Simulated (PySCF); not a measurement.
## Electron correlation in Se (selenium, neutral)

[Ar] 3d10 4s2 4p4, high-spin 3P determinant. Calculation: PySCF 2.14, in cc-pVDZ-DK; scalar relativity by spin-free X2C-1e. Frozen: [Ar] 3d10; 6 electrons correlated.

MP2 pair energies summed by pair of shells (mhartree):

```csv
pair,energy,share (%)
4p-4p,-33.23,46.8
4s-4p,-31.46,44.3
4s-4s,-6.34,8.9
```

Total MP2 correlation energy: -71.03 mhartree.

Same-spin part -17.68 and opposite-spin part -53.35 mhartree; SCS-MP2 scales them by 1/3 and 6/5 to -69.92 mhartree.

```csv
level,correlation energy (mhartree)
CCSD,-86.43
(T),-0.83
CCSD(T),-87.26
```

Diagnostics: T1 = 0.0061, D1 = 0.0199, largest double amplitude 0.051.

Cost of the coupled-cluster step: 0.07 s of wall time on 1 thread of Neoverse-V2 (shared host), for 6 correlated electrons.
